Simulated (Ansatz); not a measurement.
Molecule: sum formula H2SiO2F2, net charge 0, singlet state. SMILES: O[Si](O)(F)F
Structure (B3LYP-D3(BJ)/def2-TZVP (Ansatz, a quantum-chemistry and plane-wave program) minimum search):
```
Si
F 1 1.5802
F 1 1.5881 2 105.58
O 1 1.6130 2 107.11 3 -119.73
H 4 0.9598 1 119.41 2 -160.77
O 1 1.6206 2 112.38 3 119.33
H 6 0.9603 1 119.93 2 -73.62
```
Charge 0, spin multiplicity 1.

Quantity: vertical triplet-singlet gap (E(triplet) - E(singlet); each state is the SCF solution reached for its spin), in kcal/mol. Valence correlation only, unless marked. UHF or UKS for open shells. No spin-orbit coupling. Non-relativistic. CBS marks a two-point X^-3 extrapolation of the correlation energy; Hartree-Fock from the larger set.

CCSD(T)/CBS(aug-cc-pV(T+d)Z,aug-cc-pV(Q+d)Z) (Ansatz) gives 197.3 kcal/mol.

### Question
Another calculation gave 186.3 kcal/mol. Which level was it?
A) PBE0/def2-TZVPD (Ansatz)
B) r2SCAN/def2-TZVPD (Ansatz)
C) PBE/def2-TZVPD (Ansatz)
D) SVWN5/def2-TZVPD (Ansatz)

### Answer
A, PBE0/def2-TZVPD (Ansatz). The others give 172.0 (SVWN5), 169.4 (PBE), 180.3 (r2SCAN) kcal/mol.
